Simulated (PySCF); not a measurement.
Species: C3H9NOSi2.
Geometry (GFN2-xTB, Å), atoms numbered from 1 in this order:
```xyz
16
C3H9NOSi2 angstrom
O      2.6872    1.4428   -0.6603
C      2.3348    0.3949   -0.1681
N      1.0485    0.0936    0.0086
Si    -0.0365    1.3796   -0.5486
C     -1.6402    0.5185    0.0279
C     -1.4337   -1.0034    0.0571
Si     0.3368   -1.3706    0.6451
H      3.0499   -0.3770    0.1626
H      0.2371    2.6067    0.1873
H      0.0812    1.4904   -1.9991
H     -2.4956    0.7749   -0.5961
H     -1.8853    0.8606    1.0346
H     -1.5616   -1.3990   -0.9526
H     -2.1937   -1.4843    0.6733
H      0.4989   -1.3869    2.1023
H      0.9645   -2.5319    0.0145
```

Theory: TDDFT PBE0/def2-SVPD, vertical, gas phase, core orbitals frozen in the response (PySCF).

Kohn–Sham orbitals with the atoms that hold most of them (Löwdin shares over 4%, at most four atoms; ? is withheld):

```csv
orbital,ε (eV),atoms
LUMO+2,0.22,"Si7 25%, Si4 16%, C6 7%, H15 7%"
LUMO+1,0.09,"Si7 32%, H16 11%, H15 10%, C6 10%"
LUMO,?,?
HOMO,-7.70,?
HOMO-1,-7.91,"N3 37%, O1 27%, C2 8%, Si7 7%"
HOMO-2,-8.56,"C5 25%, Si4 15%, C6 15%, Si7 9%"
HOMO-3,-9.33,"C6 22%, C5 20%, Si4 11%, Si7 10%"
```

(1) Which atoms hold the HOMO, and with what shares?

(2) Which atoms hold the LUMO, and with what shares?

(3) What is the LUMO energy, and the HOMO–LUMO gap?

Results:

(1) O1 (bonded to C) 61%; C2 (bonded to N, O and H) 11%; N3 (bonded to C and 2 Si) 7%; H8 (bonded to C) 6%.

(2) C2 (bonded to N, O and H) 31%; O1 (bonded to C) 22%; N3 (bonded to C and 2 Si) 14%; Si7 (bonded to C, N and 2 H) 8%.

(3) ε(LUMO) = -0.12 eV; the gap is 7.58 eV (0.2785 hartree).

The HOMO–LUMO gap is 7.58 eV. Where does the response calculation put the lowest singlet, and from which orbitals?

S1 is at 5.45 eV (f = 0.0006), 2.12 eV below the gap, made of HOMO→LUMO (86%). 

Give energy, strength and leading configuration of S1 and S3, and follow the Löwdin shares of the leading atoms from the occupied to the empty orbital.

- S1 (5.45 eV, f 0.0006), HOMO→LUMO (86%): O1 61% → 22%, C2 11% → 31%; low, almost dark, from the terminal oxygen into the C=O bond, the pattern of n→π*
- S3 (6.74 eV, f 0.0026), HOMO-1→LUMO+1 (71%): N3 37% → at most 11%, O1 27% → at most 11%, Si7 7% → 32%, H16 at most 8% → 11%

On one thread of an Intel Xeon 6975P-C, shared host with 192 logical CPUs at a one-minute load of 18, this took 24 s and 0.93 GiB of memory at its peak.

One conformer stands for the species.
